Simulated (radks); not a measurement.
Results of a calculation; reference values are marked as such.
All-electron atom: Os LXI in [Ne] 3s2 3p4.

Level of theory: Dirac Kohn-Sham, PBE, spin-unpolarised, spherical densities, finite nucleus; open shells fill j = l - 1/2 first; Fermi nuclear charge, rms radius 5.4126 fm (a radial shooting solver on a logarithmic mesh with Libxc functionals).

Energy parts (eV):
total: -362077.73
kinetic: 423096.50
electron-nucleus: -817055.87
Hartree: 36608.02
exchange-correlation: -4726.38

Orbitals (lengths in bohr, moments of r in powers of bohr):
orbital,occ.,eigenvalue (eV),<1/r>
1s1/2,2,-78472.26,90.42
2s1/2,2,-17400.41,22.33
2p1/2,2,-16909.54,22.25
2p3/2,4,-15346.32,18.50
3s1/2,2,-6911.133,8.905
3p1/2,2,-6727.631,8.825
3p3/2,2,-6317.798,7.814

The highest occupied level is 3p3/2 at -6317.8 eV. The density falls to 0.001 e/bohr^3 at r = 0.55 bohr. For comparison, the ionisation energy in NIST's Atomic Spectra Database is 6376 eV (theoretical). In exact Kohn-Sham theory the highest level is minus the ionisation energy, but local and semilocal functionals leave it too shallow, through self-interaction and a potential that decays too fast; potentials with the right tail come closer. Summed over all electrons, <r^2> = 0.2606 bohr^2, which gives a Langevin (diamagnetic) susceptibility term of -0.206 x 10^-6 cm^3/mol.

Beside tabulated values, note that spin-unpolarised runs miss the spin-polarisation part of the exchange energy of open shells.
